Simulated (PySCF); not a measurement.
## ¹⁹F chemical shifts

- GFN2-xTB structure
- NMR shieldings at PBE0/pcSseg-1/GIAO
- code: PySCF 2.14.0 with density-fitted response routines
- single conformer, non-relativistic Hamiltonian, equivalent nuclei averaged, in vacuum

Shieldings were converted by a linear fit to measured shifts: ¹⁹F: δ = 146.13 − 0.903σ +14.6 on sp3 carbon (rms 6.0 ppm, 223 shifts, 7.0 ppm with the 5 outliers that the fit left out vs CFCl3, solution or neat liquid). A few per cent of atoms miss by over 2 rms, more outside the fitted compound classes.

Task: Give the ¹⁹F shifts of `CNNc1ccc(F)cc1`.

Result: 
```json
{"compound": "CNNc1ccc(F)cc1", "environment": "aryl fluorine", "δ (ppm)": "-128.4"}
```

Task: Match the shifts -101.3, -129.1, -153.0, -175.8, -231.0 ppm to `CC#C/C=N\C=C/F`, `Fc1ccncc1`, `C=C[C@@H](Cl)[C@H](F)C(=O)O`, `FC[C@@H]1C=C[C@H](CCl)O1`, `O=C1COC[C@@]1(F)CCl`.

Result: -101.3: Fc1ccncc1 (aryl fluorine); -129.1: CC#C/C=N\C=C/F (vinylic fluorine); -153.0: O=C1COC[C@@]1(F)CCl (fluorine on an sp3 carbon); -175.8: C=C[C@@H](Cl)[C@H](F)C(=O)O (fluorine on an sp3 carbon); -231.0: FC[C@@H]1C=C[C@H](CCl)O1 (fluorine on an sp3 carbon).
